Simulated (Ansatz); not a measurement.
A nudged elastic band was laid between two geometries of H4Si + H6OSi2 (14 atoms, charge 0, multiplicity 1).

These are results of RHF/6-31G* (Ansatz), not measurements.

```yaml
movable_images: 5
climbing_image: yes
spring: 5.0 eV/Å²
optimiser: quadratic models (default)
start_path: through a guess of the saddle point
force_threshold: 0.5 eV/Å
iteration_limit: 60
end_points: relaxed
```

First end point:

```xyz
14
Properties=species:S:1:pos:R:3
Si -0.531 0.779 0.017
O -1.251 0.692 1.474
Si -1.804 0.172 2.914
H -2.408 -1.167 2.775
H -0.699 0.098 3.888
H -2.824 1.110 3.413
H 0.903 1.080 0.178
H -1.161 1.845 -0.779
H -0.670 -0.503 -0.700
Si 2.148 -3.252 1.149
H 1.306 -4.396 0.750
H 2.793 -2.674 -0.045
H 3.182 -3.708 2.097
H 1.308 -2.227 1.797
```

Last end point:

```xyz
14
Properties=species:S:1:pos:R:3
Si 0.551 -0.352 -0.696
O -0.185 -0.290 2.639
Si -1.640 -0.318 3.423
H -2.624 -0.844 2.469
H -1.575 -1.185 4.616
H -2.036 1.034 3.863
H 1.238 0.867 -0.220
H -0.904 -0.194 -0.502
H 0.802 -0.470 -2.151
Si 1.373 -2.262 0.413
H 0.273 -3.128 0.884
H 2.216 -3.063 -0.506
H 2.217 -1.888 1.569
H 0.590 -0.054 3.129
```

Question: Which bonds break or form, and what moves?

Answer: Bonds broken: Si1–O2, Si10–H14. Bonds formed: Si1–Si10, O2–H14. H4Si + H6OSi2 becomes H4OSi + H6Si2.

Question: Give the energies along the band, and the barrier.

Answer: It converged. The highest image is number 3 of 0 to 6, 3.90 eV above the first end and 2.63 eV above the last; the last end lies 1.27 eV above the first. The threshold of 0.5 eV/Å is loose, so the images may lie well off the minimum-energy path. Neighbouring images differ by up to 3.6 eV, so the band resolves the path poorly. The order of the point at the top wasn't checked. The orbitals stay closed-shell, which can raise the energy where a bond breaks towards radicals; this wasn't checked here.

```csv
image,path coordinate (Å),energy (eV),Si1–O2 (Å),Si10–H14 (Å),Si1–Si10 (Å)
0,0.00,0.00,1.63,1.48,4.97
1,1.45,0.03,1.63,1.47,4.35
2,2.89,0.28,1.64,1.47,3.65
3,4.34,3.90,1.85,2.21,2.91
4,6.03,2.02,2.88,2.63,2.41
5,7.73,1.34,3.56,3.39,2.35
6,9.43,1.27,3.42,3.59,2.36
```

Question: What is the geometry of the highest image?

Answer: 
```xyz
14
Properties=species:S:1:pos:R:3:forces:R:3
Si 0.013 -0.113 0.082 -0.49 0.00 -0.10
O -0.209 -0.153 1.920 0.21 0.16 -0.17
Si -1.583 -0.092 2.957 -0.10 -0.18 0.05
H -2.634 -0.907 2.333 0.04 0.07 0.05
H -1.112 -0.685 4.212 -0.03 0.03 -0.01
H -2.016 1.295 3.134 0.12 0.02 -0.08
H 1.213 0.483 -0.508 0.09 -0.09 0.11
H -0.987 0.998 0.015 0.04 -0.06 0.02
H -0.644 -1.204 -0.650 0.04 0.10 -0.09
Si 1.661 -2.367 0.892 0.35 0.03 0.12
H 0.978 -3.631 0.491 -0.07 0.06 -0.03
H 2.736 -2.153 -0.116 0.03 -0.06 -0.04
H 2.392 -2.746 2.149 0.00 0.00 -0.11
H 0.487 -0.872 2.017 -0.23 -0.07 0.27
```

The band took 9 iterations and of the order of 2.1 core-minutes.

The run took 2.1 min on 1 thread of Arm Neoverse V1 (shared host), peak memory 0.18 GiB.
